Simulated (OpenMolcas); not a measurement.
Computed levels of 4f9 in ions with 63 electrons, in cm-1 above 6H* 15/2.

* Program: OpenMolcas 26.06
* Method: SS-CASPT2, IPEA 0.25 Eh, imaginary shift 0.1 Eh
* Basis: ANO-RCC-VQZP
* Scalar Hamiltonian: DKH2, point nucleus
* Spin-orbit coupling: state interaction with AMFI integrals over the reference wave functions, term energies averaged over their components

Active space for each ion: 9 electrons in 7 orbitals (4f); closed shells correlated by CASPT2: 5s 5p.

| Level | Tb2+ | Ho4+ |
| --- | --- | --- |
| 6H* 13/2 | 2960 | 4290 |
| 6H* 11/2 | 5020 | 7160 |
| 6H* 9/2 | 6640 | 9440 |
| 6F* 11/2 | 6780 | 9290 |
| 6H* 7/2 | 7910 | 11240 |
| 6F* 9/2 | 7950 | 10790 |
| 6H* 5/2 | 8870 | 12600 |
| 6F* 7/2 | 9570 | 13180 |
| 6F* 5/2 | 10760 | 14880 |

Problem. Estimate 6H* 5/2, 6F* 11/2, 6F* 9/2 for Dy3+ from its neighbours Tb2+ and Ho4+.

Solution. 6H* 5/2 is fine structure, which grows about as the fourth power of a screened charge, so the fourth roots are averaged: ((8870^0.25 + 12600^0.25) / 2)^4 = 10613. The calculation gives 10660, so the estimate is off by -0.4 %.
6F* 11/2 is another term, which grows about linearly with the charge: (6780 + 9290) / 2 = 8035. The calculation gives 8070, so the estimate is off by -0.4 %.
6F* 9/2 is another term, which grows about linearly with the charge: (7950 + 10790) / 2 = 9370. The calculation gives 9420, so the estimate is off by -0.5 %.

CASPT2 does not keep the components of a term degenerate, so their means are used; among the terms shown or strongly mixed into the levels shown the widest spread is 210 cm-1 (4f9 6H*, Tb2+). High states are left out of the spin-orbit mixing, which shifts the levels that they would mix with. Levels of configurations outside the active space are missing.

* marks odd parity.
